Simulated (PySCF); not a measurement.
**Correlation energy of Pm (promethium, neutral)**

[Xe] 4f5 6s2, one real determinant. All numbers are calculated (PySCF 2.14, the spin-free X2C one-electron Hamiltonian (Gaussian nucleus), in ANO-RCC-VTZP). Frozen: [Ar] 3d10; 33 electrons correlated.

MP2 pair energies summed by pair of shells (mhartree):

| pair | energy | share (%) |
| --- | --- | --- |
| 4d-4f | -165.66 | 16.1 |
| 4d-4d | -161.49 | 15.7 |
| 4f-5p | -131.07 | 12.7 |
| 5p-5p | -125.77 | 12.2 |
| 4d-5p | -97.33 | 9.4 |
| 4f-4f | -65.88 | 6.4 |
| 4p-4d | -49.89 | 4.8 |
| 5s-5p | -36.14 | 3.5 |
| 5p-6s | -29.92 | 2.9 |
| 4d-5s | -27.85 | 2.7 |
| 4f-5s | -27.31 | 2.6 |
| 4p-4f | -24.93 | 2.4 |
| 6s-6s | -16.82 | 1.6 |
| 4p-4p | -14.31 | 1.4 |
| 4f-6s | -10.01 | 1.0 |
| 4p-5p | -8.58 | 0.8 |
| 4s-4d | -8.47 | 0.8 |
| 5s-5s | -6.32 | 0.6 |
| 4s-4p | -5.22 | 0.5 |
| 4p-5s | -4.53 | 0.4 |
| 4s-4f | -4.52 | 0.4 |
| 4d-6s | -4.17 | 0.4 |
| 5s-6s | -1.51 | 0.1 |
| 4s-4s | -1.18 | 0.1 |
| 4s-5p | -0.89 | 0.1 |
| 4s-5s | -0.39 | 0.0 |
| 4p-6s | -0.28 | 0.0 |
| 4s-6s | -0.02 | 0.0 |

Total MP2 correlation energy: -1030.5 mhartree.

Same-spin part -399.81 and opposite-spin part -630.65 mhartree; SCS-MP2 scales them by 1/3 and 6/5 to -890.05 mhartree.

The reference is one real determinant that mixes LS terms of this configuration.
